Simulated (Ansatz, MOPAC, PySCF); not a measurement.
Species: AlH2, charge 1, multiplicity 1. SMILES: [AlH2+]
Geometry: optimised at B3LYP-D3(BJ)/def2-TZVP (Ansatz, a program for electronic structure).

Unscaled harmonic wavenumbers (cm⁻¹) in rising order, each level at the stationary point that it reaches from this structure (no distance between atoms moves by over 0.3 Å); the order of modes can differ between levels, and a negative number is imaginary. B3LYP-D3(BJ)/def2-TZVP (PySCF, at the structure above): 549, 549, 2016, 2113.

PM3 (MOPAC): 629, 629, 1844, 1899. Zero-point energy 7.1 against 7.5 kcal/mol; where all levels lie over 400 cm⁻¹, the wavenumbers are on average 1.025 times those of B3LYP-D3(BJ)/def2-TZVP.

HF/3-21G (Ansatz): 657, 657, 2110, 2212. Zero-point energy 8.1 against 7.5 kcal/mol; where all levels lie over 400 cm⁻¹, the wavenumbers are on average 1.122 times those of B3LYP-D3(BJ)/def2-TZVP.

B3LYP/6-31G* (Ansatz): 550, 550, 2021, 2124. Zero-point energy 7.5 against 7.5 kcal/mol; where all levels lie over 400 cm⁻¹, the wavenumbers are on average 1.003 times those of B3LYP-D3(BJ)/def2-TZVP.
